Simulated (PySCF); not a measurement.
Simulated Si 1s region for `N([SiH3])([SiH2]OCC)[SiH3]`, binding energy against the vacuum level.

Every computed line was given a Gaussian of 0.6 eV full width at half maximum and an area set by the number of equivalent atoms; the highest printed point is 100. Method used: delta-SCF UKS SCAN, pcX-2 on the ionised atom, pcseg-1 elsewhere, spin-free X2C (PySCF 2.14.0).

binding energy (eV), intensity and a bar:
```
   1845.9          0 
   1846.0          1 
   1846.1          2 #
   1846.2          6 ##
   1846.3         15 ####
   1846.4         29 #########
   1846.5         49 ###############
   1846.6         72 ######################
   1846.7         91 ###########################
   1846.8        100 ##############################
   1846.9         96 #############################
   1847.0         84 #########################
   1847.1         71 #####################
   1847.2         63 ###################
   1847.3         58 #################
   1847.4         54 ################
   1847.5         48 ##############
   1847.6         37 ###########
   1847.7         25 ########
   1847.8         15 ####
   1847.9          7 ##
   1848.0          3 #
   1848.1          1 
   1848.2          0 
   1848.3          0
```

Q: Count the maxima, the lines and the sites behind this envelope.

A: The curve has 1 maximum (at 1846.8 eV). Under it lie 2 lines from 2 inequivalent silicon sites. At this width some lines have no maximum of their own.

Q: Decompose the envelope and assign each component. Numbering: `[CH3:1][CH2:2][O:3][SiH2:4][N:5]([SiH3:6])[SiH3:7]`.

A: 
```tsv
position (eV)	relative area	line	atoms	environment
1846.80	2	Si 1s	Si6/Si7	SiH3 silicon
1847.41	1	Si 1s	Si4	oxygen-bound silicon
```

Lowest listed Si 1s: Si6/Si7, bonded to N and 3 H. Highest, 0.61 eV above it: Si4, bonded to O, N and 2 H. Summing the Pauling electronegativity differences to the bonded atoms, each weighted by its formal bond order, gives +2.04 for the lowest site and +3.28 for the highest.

No satellites, vibrations or lifetime broadening are included. One atom of each set of topologically equivalent atoms was ionised and stands for the set; in this conformer not all members are related by symmetry, and their own values weren't computed. Isolated species at its PBE0-D3(BJ)/def2-SVP geometry (one conformer only).

The values belong to the conformer `[CH3:1][CH2:2][O:3][SiH2:4][N:5]([SiH3:6])[SiH3:7]`: C1–C2–O3–Si4 -153°, C2–O3–Si4–N5 149°, O3–Si4–N5–Si6 -18°.
